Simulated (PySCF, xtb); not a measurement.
C3H4BCl. Atoms are numbered in the order given.

```xyz
9

B      0.2485    -0.1533     0.1991
C     -1.0336    -0.9147    -0.1174
C     -2.0495    -1.5433    -0.3549
H     -2.9499    -2.0914    -0.5692
Cl     0.3853     1.4921    -0.4209
C      1.4197    -0.7966     1.0038
H      2.1728    -0.0729     1.3424
H      1.9197    -1.5251     0.3387
H      1.0455    -1.3812     1.8587
```

The structure is a stationary point at PBE0-D3(BJ)/def2-SVP. The structure was generated by enumeration, and PubChem lists no compound with its InChIKey, so it may never have been made.

Method: PySCF with IEF-PCM-M06-2X/def2-SVP.

The values are the electrostatic part of the solvation free energy, E(continuum) − E(gas) at the gas-phase geometry, in a cavity of scaled van der Waals radii (PySCF's table); cavitation and dispersion terms are not included. In vacuum the orbital gap is 8.60 eV. The dipole moment in vacuum is 1.58 D.

```
solvent            ε  ΔG(elec) (kcal/mol)  dipole (D)  gap (eV)
-------------  -----  -------------------  ----------  --------
water          78.36                 -3.2        2.02      8.68
cyclohexanone  15.62                 -2.9        1.98      8.67
methanol       32.61                 -3.1        2.01      8.68
```

For comparison, GFN2-xTB/ALPB(water) (xtb, at the GFN2-xTB geometry, all terms of that model) gives -2.1 kcal/mol.
